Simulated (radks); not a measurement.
Numerical settings for the zinc ion Zn+, [Ar] 3d10 4s1. Calculated with a radial shooting solver on a logarithmic mesh with Libxc functionals: scalar-relativistic Kohn-Sham, PBE, spin-polarised, spherical densities, finite nucleus; open shells are filled with parallel spins first; Fermi nuclear charge, rms radius 3.9283 fm. The defaults (mesh step 0.008 in ln r, mesh end at 40 bohr or more with all orbitals vanishing there, Anderson mixing 0.5 over 9 steps, residual threshold near 1e-9 with the energy settled to 1e-9 hartree or 1e-11 of itself, here a cap of 98 iterations) give E = -1795.6573 hartree and 4s at -14.521 eV in 19 iterations. Run on one thread of a shared host, so times are rough (Intel(R) Xeon(R) 6975P-C): 0.13 s of CPU time, 0.13 s wall, 19 iterations on 2259 mesh points. Changes against that run (0 stands for a change within the tolerance of the run):

setting,iterations,converged,E (mhartree),e(4s) (meV),CPU (s)
mesh step in ln r 0.02,17,yes,0,0,0.06
mesh step in ln r 0.03,17,yes,+0.000303,0,0.04
mesh step in ln r 0.012,18,yes,0,0,0.09
mesh end (bohr) 20,19,yes,0,0,0.13
mesh end (bohr) 8,19,yes,+0.106,+7.67,0.12
residual threshold 0.01,11,yes,0,+0.04,0.09
residual threshold 1e-05,11,yes,0,+0.04,0.11
mixing 0.05,35,yes,0,0,0.21
"linear mixing, mixing 0.2",88,yes,0,0,0.45
"linear mixing, mixing 0.05",98,no,+0.0974,-35.3,0.6
mixing history 2,40,yes,0,0,0.22
iteration cap 5,5,no,+50.7,+644,0.04

No run marked as converged misses the energy by more than 1 mhartree. A mesh that ends early acts as a hard wall.
